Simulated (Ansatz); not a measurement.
CH3N (SMILES C=N): geometry of the low-spin state from B3LYP-D3(BJ)/def2-TZVP.
(charge 0, multiplicity 1):
```xyz
5

C     -0.557     0.179     0.010
N      0.603    -0.320    -0.012
H     -1.418    -0.491     0.021
H     -0.779     1.251     0.020
H      1.320     0.408    -0.020
```
The high-spin state stands at its own minimum; R- takes a restricted low-spin state.

Run with Ansatz (Gaussian orbitals). Each number belongs to the level named beside it.

The gap E(multiplicity 1) − E(multiplicity 3) (kcal/mol) and the share of exact exchange:

```
functional           exact exchange (%)   value
-------------------  ------------------  ------
R-PBE/def2-TZVPP                      0  -63.18
R-PBE0/def2-TZVPP                    25  -60.83
R-B3LYP/def2-TZVPP                   20  -62.94
R-BHLYP/def2-TZVPP                   50  -59.07
R-r2SCAN/def2-TZVPP                   0  -57.19
```

Question: Take the value as linear in the share of exact exchange along PBE and PBE0. Give the slope, say whether the sign turns, and set the other functionals against that line.

Answer: 
Slope: (-60.83 − (-63.18))/2.5 = 0.94 kcal/mol for each 10 %. The line keeps its sign from 0 to 100 %. At 50 % it gives -58.5 kcal/mol. From B3LYP to BHLYP the slope is (-59.07 − (-62.94))/3 = 1.29 for each 10 %. BHLYP, at 50 %, lies -0.6 from the PBE line. B3LYP, at 20 %, lies -1.6 from the PBE line. r2SCAN, with none, stands 6.0 from PBE.

Ansatz is a program for electronic structure.
